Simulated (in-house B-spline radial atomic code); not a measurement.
Values are calculated unless marked as measured or tabulated.
**Work functions and surface energies across electron densities: Al, Sb, Au, Ag, Ca, Sr, K**

The positive ions are smeared into a uniform slab; the electrons are solved self-consistently in the LDA (PW92) on a fine grid across the film. Stabilised jellium adds, inside the slab, the constant potential −n de/dn that makes the bulk stable at the metal's density. No lattice, so no dependence on crystal face. Atomic units unless named.

Thick-film averages; measured work functions from the table in Wikipedia's article on work functions.

| metal | r_s (bohr) | Φ jellium (eV) | Φ stabilised (eV) | Φ measured (eV) | σ jellium (J/m²) | σ stabilised (J/m²) |
| --- | --- | --- | --- | --- | --- | --- |
| Al | 2.07 | 3.77 | 4.26 | 4.06 to 4.26 | -0.608 | 0.922 |
| Sb | 2.14 | 3.75 | 4.21 | 4.55 to 4.70 | -0.409 | 0.865 |
| Au | 3.01 | 3.35 | 3.54 | 5.10 to 5.47 | 0.225 | 0.381 |
| Ag | 3.02 | 3.35 | 3.53 | 4.26 to 4.74 | 0.225 | 0.378 |
| Ca | 3.27 | 3.23 | 3.36 | 2.87 | 0.220 | 0.304 |
| Sr | 3.54 | 3.10 | 3.19 | about 2.59 | 0.202 | 0.243 |
| K | 4.9 | 2.57 | 2.51 | 2.29 | 0.103 | 0.092 |

(1) Where do the two models part, and which lies nearer to measurement?

## Answers

(1) They differ by +0.49 eV for Al and -0.06 eV for K; the stabilising potential vanishes near r_s = 4.2, where jellium is in equilibrium. Against the middle of the measured ranges the mean absolute misses are 0.79 eV (jellium) and 0.65 eV (stabilised). The largest miss of the stabilised model is -1.74 eV, for Au, a noble metal whose d shell the model lacks. Plain jellium has a negative surface energy for Al, Sb.
